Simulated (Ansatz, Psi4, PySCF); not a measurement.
CH$_{3}$AlF$_{2}$, charge +1, doublet, at a GFN2-xTB geometry (such geometries of metal compounds can be far from the true shape) (a state made from the parent by changing its charge; the spin is typed, not shown lowest). Base run: MP2/STO-3G run with PySCF.

The PySCF input:
```python
from pyscf import gto, scf, mp

mol = gto.M(
    atom='''
Al    0.16582743    0.13326291    0.00530415
C    -1.49424149   -1.15936547   -0.06057599
H    -1.15408154   -1.98388762   -0.70042866
H    -2.28282133   -0.52474443   -0.48523813
H    -1.63358931   -1.45251016    0.98807008
F    -0.15547099    1.61363510   -0.57832043
F     1.47549151   -0.59308873    0.63299806
''',
    basis='sto-3g',
    charge=1,
    spin=1,
    verbose=4,
)

mf = scf.UHF(mol)
mf.kernel()

pt = mp.MP2(mf)
pt.kernel()
print('E(MP2) = %.10f' % pt.e_tot)
```

The same geometry, method and basis name were run in Ansatz (an electronic-structure program) and Psi4 and PySCF, at each program's defaults and at the settings that a row names. The base is PySCF at its defaults. Differences at the defaults can come from grids, fitting, cores and function types together.

| code and settings | ΔE vs base (µEh) | basis functions | E (Eh) | SCF cycles |
|---|---|---|---|---|
| PySCF, defaults (exact integrals, spherical functions, all electrons correlated) | 0.0 | 27 | -474.19641 | 15 |
| Psi4, defaults (density fitting with its default set, spherical functions, all electrons correlated) | -512 | 27 | -474.19692 | 18 |
| Ansatz, defaults (factorised integrals, spherical functions, frozen core) | 7618 | 27 | -474.18879 | - |
| PySCF, frozen core | 7610 | 27 | -474.18880 | 15 |
| Psi4, exact integrals, spherical functions, frozen core | 7610 | 27 | -474.18880 | 18 |
| Ansatz, high accuracy, frozen core | 7610 | 27 | -474.18880 | - |

Open shells are given as the SCF converged; they aren't shown to be the lowest states, and a large step between rows can be another state.
